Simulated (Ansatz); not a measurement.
Bond stretch in SiMg, lowest singlet found (which spin is the ground state isn't settled by this scan).

RCCSD(T) = CCSD(T) on RHF/aug-cc-pVDZ, frozen core run with Ansatz (a program for electronic structure); RCCSD = Ansatz with CCSD on RHF/aug-cc-pVDZ, frozen core; RMP2 = Ansatz with MP2 on RHF/aug-cc-pVDZ, frozen core; FCI = Ansatz with full CI/aug-cc-pVDZ, frozen core.

Energies relative to the lowest point of each curve between 2.11 and 3.14 Å, where full CI is lowest, in kcal/mol:

```
R / Å  RCCSD(T)  RCCSD  RMP2
-----  --------  -----  ----
1.82       87.0   87.0  86.2
1.98       44.0   44.1  42.9
2.18       15.1   15.3  13.9
2.46        1.0    1.1   0.5
2.55        0.1    0.1   0.0
2.70        0.6    0.5   1.4
2.86        2.9    2.5   4.4
3.69       15.9   13.8  18.9
4.50       19.6   16.7  23.5
4.92       20.2   17.2  24.3
5.54       20.6   17.5  24.9
8.61       20.9   17.7  25.3
```

### Question
Estimate the FCI values at these points.

### Answer
1.82: 86.9; 1.98: 44.0; 2.18: 15.1; 2.46: 1.0; 2.55: 0.0; 2.70: 0.6; 2.86: 3.0; 3.69: 17.5; 4.50: 22.3; 4.92: 23.1; 5.54: 23.6; 8.61: 23.9 (kcal/mol).

The restricted form behind RMP2 keeps the bonding electrons paired and can't separate into open-shell fragments. Also computed but left out beside FCI, since their determinant holds another spin at the minimum (<S²> over 0.7 above the pure value): UHF, UMP2, UCCSD, UCCSD(T), UCCSDT, UCCSDT(Q), UKS-PBE0, UKS-PBE, UKS-B3LYP/6-31G*, UHF/LANL2DZ, UMP2/3-21G, UKS-B3LYP/6-311+G**.
